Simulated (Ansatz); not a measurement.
Reaction (cleavage of the Al–Si bond): `C[SiH](C)[AlH][NH2]` + CH₃NH₂ → `C[NH][AlH][NH2]` + `C[SiH2]C`

Computed with Ansatz on PBE0-D4/def2-TZVP structures; ΔE is electronic, products minus reactants. CBS: MP2 limit from def2 TZ/QZ plus the TZ coupled-cluster correction, frozen cores. One conformer a species, not always the lowest.

```csv
species,CCSD(T)/def2-TZVPP energy (Eh)
`C[SiH](C)[AlH][NH2]`,-667.85858
CH₃NH₂,-95.69970
`C[NH][AlH][NH2]`,-393.64767
`C[SiH2]C`,-369.94561
```

(1) Work out ΔE.

Largest T1 diagnostic among the species: 0.011.

Results:

(1) ΔE = (-393.64767) + (-369.94561) − (-667.85858) − (-95.69970) = -0.03500 Eh = -91.9 kJ/mol. CCSD(T)/CBS gives -92.4 kJ/mol.

From PBE to PBE0 (25 % exact exchange), in def2-TZVPP and without D4, ΔE moves by −4.9 kJ/mol. In def2-TZVPP, CCSD(T) changes the Hartree–Fock value by +13.3 kJ/mol (the triples alone add +2.3 kJ/mol) and MP2 by +4.7 kJ/mol.
